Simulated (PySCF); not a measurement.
C3H13F3Si4, SMILES C[Si]([SiH2][SiH2][Si](F)(F)F)(C)C, singlet at its GFN2-xTB optimised geometry (Å):

```
23

C     -0.9249    -1.5005     1.6158
Si    -0.3223    -0.6749     0.0000
C      1.5887    -0.6749     0.0000
C     -0.9086     1.1438     0.0000
Si    -1.1035    -1.7746    -1.9119
Si    -0.1073    -1.0922    -3.9083
Si    -1.1579    -1.8334    -5.7874
F     -1.3393    -3.4174    -5.8380
F     -2.6665    -1.3314    -5.9178
F     -0.6076    -1.5389    -7.2545
H     -0.5521    -0.9869     2.4983
H     -2.0095    -1.5038     1.6734
H     -0.5933    -2.5331     1.6746
H      1.9840    -1.6860     0.0274
H      1.9924    -0.1452     0.8581
H      1.9801    -0.1957    -0.8930
H     -0.5557     1.6684    -0.8833
H     -1.9924     1.2099     0.0079
H     -0.5433     1.6860     0.8677
H     -2.5639    -1.6226    -2.0557
H     -0.9287    -3.2349    -1.7958
H     -0.0365     0.3784    -4.0108
H      1.3029    -1.5107    -4.0093
```

Level of theory: PySCF with B3LYP/def2-SVP. Cells within 0.4 Å of a nucleus heavier than hydrogen are left out (blank, or x).

Map of the log10 of the electron density (e/bohr³), floored at −4 on the plane z = 0.0 Å:

```
|000000000000000000000000000|
|000000000000000000000000000|
|000000000111100000000000000|
|000000112222221000000000000|
|000011223333332100000000000|
|000123344455543210000000000|
|001234555666654320000000000|
|001345667777764321000000000|
|0023567888x8765422111000000|
|002356888xxx865432222210000|
|002356788xxx865443333321000|
|001345677888776545555432100|
|001234566788776666666543210|
|000123456777776677777654210|
|000123345679x87788x88754310|
|00012234567xxx778xxx8754310|
|00012334567xx97788xx8754310|
|000123345677877778888754310|
|000123345666666667888754210|
|000122344566655556788654210|
|000112334455544445666543200|
|000012233444443334555432100|
|000001223333332223333321000|
|000001122222222111222210000|
|000000112222211000000000000|
|000000011111110000000000000|
|000000000011000000000000000|
```
Scale: ten equal steps from -4.00 (start of '0') to -0.080 (end of '9'), in the order '0123456789'; x runs from -4.00 to 4.00, y from -4.00 (bottom) to 4.00 (top).
